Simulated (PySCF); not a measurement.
**How the method changes the constants of InB⁻**

State: ⁴Σ⁻ (quartet), unpaired electrons σ ↑, π ↑↑. Set-up: PySCF, scalar-relativistic core potentials, basis sets In def2-SVPD with ECP28, B def2-SVPD. De refers to In⁻ + B in their high-spin ground configurations, without counterpoise correction. The functionals are run spin-unrestricted. A positive dipole points towards B; it is taken about the centre of mass and depends on that origin.

```csv
Level,Re (Å),ωe (cm⁻¹),De (eV),μ (D),"CPU s a point (SCF and correlation, without the integrals)"
UHF-MP2,2.271,472,n/a,n/a,0.29
UHF-CCSD,2.270,474,n/a,n/a,n/a
UHF-CCSD(T),2.280,464,n/a,n/a,6.3
PBE,2.276,449,3.33,-4.38,0.51
TPSS,2.274,452,3.10,-4.31,1.1
r²SCAN,2.255,474,3.24,-4.13,0.69
PBE0,2.252,478,3.09,-4.40,0.9
r²SCAN0,2.240,493,3.03,-4.16,0.76
MN15,2.237,477,3.22,-4.19,0.78
CAM-B3LYP,2.234,493,n/a,-4.54,0.91
```

Problem. What does a quarter of exact exchange do here, going from PBE to PBE0?

Solution. PBE0 less PBE: -2.4 pm in Re, +6.5 % in ωe, -0.24 eV in De. Exact exchange removes part of the self-interaction that spreads semilocal densities, and in most molecules shortens and stiffens the bond and lowers De; so it does here.

Problem. What does the step from GGA to meta-GGA do here, going from PBE to r²SCAN?

Solution. r²SCAN less PBE: -2.1 pm in Re, +5.6 % in ωe, -0.09 eV in De. 

Problem. What does the triples do here, going from UHF-CCSD to UHF-CCSD(T)?

Solution. UHF-CCSD(T) less UHF-CCSD: +1.0 pm in Re, -2.1 % in ωe. Correlation nearly always deepens the well. The bond lengthens, as in strong covalent bonds, where excitations into antibonding orbitals dominate.

Correlated steps freeze 5 core orbitals. Spin–orbit coupling is left out, which matters for elements this heavy, above all for dissociation energies. For an ion De counts to the pair picked by the measured ionisation energies or electron affinities, which need not be the lowest pair at this level. The highest Kohn–Sham level is positive in this anion. Much of that is self-interaction error, but it also means that the finite basis helps to hold the extra electron. The state was picked by a PBE0 search and need not be the measured ground state.

The whole job (state search and all levels along the bond) took about 2.6 min on 1 thread of Oxide Virtual Turin-like (shared host), peak memory 0.64 GiB.
